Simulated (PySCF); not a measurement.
# Working out the electron affinity of As

As- [Ar] 3d10 4s2 4p4 (3P) → As [Ar] 3d10 4s2 4p3 (4S). Calculation: PySCF 2.14, in aug-cc-pVTZ-PP with ECP10MDF (6s5p4d2f, 55 functions); scalar relativity through the core potential. Frozen: 3s2 3p6 3d10. Energies in hartree (1 hartree = 27.21139 eV):

```
            part  As- (lower)   As (upper)
             UHF  -331.199192  -331.210176
CCSD correlation    -0.117359    -0.086353
             (T)    -0.005237    -0.002966
```

Q: What does Hartree-Fock give?

A: (-331.210176) − (-331.199192) = -0.010984 hartree = -0.299 eV.

Q: What do CCSD and CCSD(T) give?

A: The CCSD correlation energies differ by 0.031006 hartree = 0.844 eV and the triples by 0.002271 hartree = 0.062 eV, so CCSD gives 0.545 eV and CCSD(T) 0.607 eV.

Reference: 0.804 eV (measured; photodetachment measurements, as compiled on the Wikipedia data page of electron affinities), between the lowest levels; spin-orbit coupling is absent from the calculation.

What remains against the reference includes basis incompleteness, the frozen core and higher excitations.
